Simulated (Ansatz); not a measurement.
C4H10In, charge +2, doublet (typed; the unrestricted solution is spin-contaminated), at a GFN2-xTB geometry of the parent state (such geometries of metal compounds can be far from the true shape) (a state made from the parent by changing its charge; the spin is typed, not shown lowest) (core potentials on In); HF/def2-SV(P) in Ansatz (an electronic-structure program).

Ansatz was given this input:
Ansatz 0.2 input:
```yaml
crystal:
  periodic: [false, false, false]
  atoms:
    - {symbol: In, position_ang: [0.52255082, 0.11091274, 0.09546448]}
    - {symbol: C, position_ang: [-0.95838512, -0.71695823, 1.86304033]}
    - {symbol: C, position_ang: [-0.70962100, -2.19533506, 2.09301009]}
    - {symbol: H, position_ang: [-1.96947651, -0.54010065, 1.48625371]}
    - {symbol: H, position_ang: [-0.81678652, -0.14472989, 2.78228406]}
    - {symbol: H, position_ang: [0.30234153, -2.36652019, 2.46531725]}
    - {symbol: H, position_ang: [-0.83238832, -2.75924332, 1.16515931]}
    - {symbol: H, position_ang: [-1.40770894, -2.61020520, 2.82733321]}
    - {symbol: C, position_ang: [-0.32756829, 0.44693269, -2.17777208]}
    - {symbol: C, position_ang: [-0.86797167, 1.85804339, -2.30665015]}
    - {symbol: H, position_ang: [-1.12384716, -0.29317635, -2.29476362]}
    - {symbol: H, position_ang: [0.45050344, 0.25202494, -2.91862042]}
    - {symbol: H, position_ang: [-0.06947519, 2.59339005, -2.18885308]}
    - {symbol: H, position_ang: [-1.62751592, 2.05432304, -1.54594336]}
    - {symbol: H, position_ang: [-1.32935978, 2.02341681, -3.28569579]}
basis:
  gaussian:
    orbitals: def2-SV_P_.json
hamiltonian:
  xc: hf
total_charge: 2
magnetization: {spin_polarized: true, initial_magnetization: 1}
```
The basis file holds def2-SV(P) in the JSON format of the Basis Set Exchange.

**Question.** What does Ansatz print? Leave out banner, timings and long lists.

**Answer.** 
```
Functional definition: HF
1243 factors; integrals over basis functions are off by at most 8.0e-4 eV
mean field evaluation 1: about -9395.6598 eV, gradient 3.8e1 eV
mean field evaluation 2: about -9395.6633 eV, gradient 3.8e1 eV
mean field evaluation 4: about -9404.7717 eV, gradient 3.1e0 eV
mean field evaluation 8: about -9405.0166 eV, gradient 1.6e-1 eV
mean field -9405.01590328 eV, -345.6279594967 hartree, gradient 2.2e-5 eV, S^2 0.960911; 0 other end points of the search recorded, 0 dependent functions left out
reference -9405.01590328 eV, -345.6279594967 hartree; 27, 26 occupied and 75, 76 virtual orbitals, 1243 factors
Total energy: -9405.01590328 eV, -345.6279594967 hartree
```
